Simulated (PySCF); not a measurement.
B3H7N3, SMILES B1NB[NH2+]BN1, charge +1. Geometry: B3LYP-D3(BJ)/def2-SVP. The isomer is the one that the SMILES or the coordinates give; other isomers of the formula were not compared.

Computed equilibrium geometry at B3LYP-D3(BJ)/def2-SVP (PySCF confirms it by a frequency run) as bond lengths and angles, and its point group:
point group C2v.
Atoms: B1 N2 B3 N4 B5 N6 H7 H8 H9 H10 H11 H12 H13. Bonded distances (Å): B1–N2 1.446, B1–N6 1.446, B1–H7 1.194, N2–B3 1.387, N2–H8 1.019, B3–N4 1.550, B3–H9 1.194, N4–B5 1.550, N4–H10 1.034, N4–H11 1.034, B5–N6 1.387, B5–H12 1.194, N6–H13 1.019. Angles (°): N2–B1–N6 117.5, N2–B1–H7 121.3, N6–B1–H7 121.3, B1–N2–B3 125.5, B1–N2–H8 117.0, B3–N2–H8 117.5, N2–B3–N4 116.1, N2–B3–H9 126.8, N4–B3–H9 117.1, B3–N4–B5 119.3, B3–N4–H10 108.7, B3–N4–H11 108.7, B5–N4–H10 108.7, B5–N4–H11 108.7, H10–N4–H11 101.4, N4–B5–N6 116.1, N4–B5–H12 117.1, N6–B5–H12 126.8, B1–N6–B5 125.5, B1–N6–H13 117.0, B5–N6–H13 117.5.
Charge +1, spin multiplicity 1.
